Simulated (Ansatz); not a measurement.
Z-matrix (Å, degrees):
```
Si
Al 1 2.324
P 1 2.363 2 58.5
H 1 1.486 2 132.0 3 -98.6
H 1 1.487 2 116.9 3 94.6
F 2 1.642 1 156.3 3 169.6
H 3 1.445 1 87.8 2 -72.9
```

Charge 0, multiplicity 1.

Q: List the PBE/def2-TZVPP orbital energies in eV (Ansatz 0.2.0). (Best estimate.)

A: Ansatz gave: Occupied: -2076.02, -1779.91, -1507.70, -659.65, -171.32, -137.64, -122.80, -122.75, -122.69, -107.92, -94.41, -94.35, -94.34, -70.01, -69.82, -69.80, -28.94, -15.96, -12.59, -11.41, -10.09, -10.00, -9.39, -8.66, -8.28, -6.79, -5.36. Lowest empty: -2.53, -2.34, -1.05, -0.63, 0.18, 0.38, 0.71, 1.56.
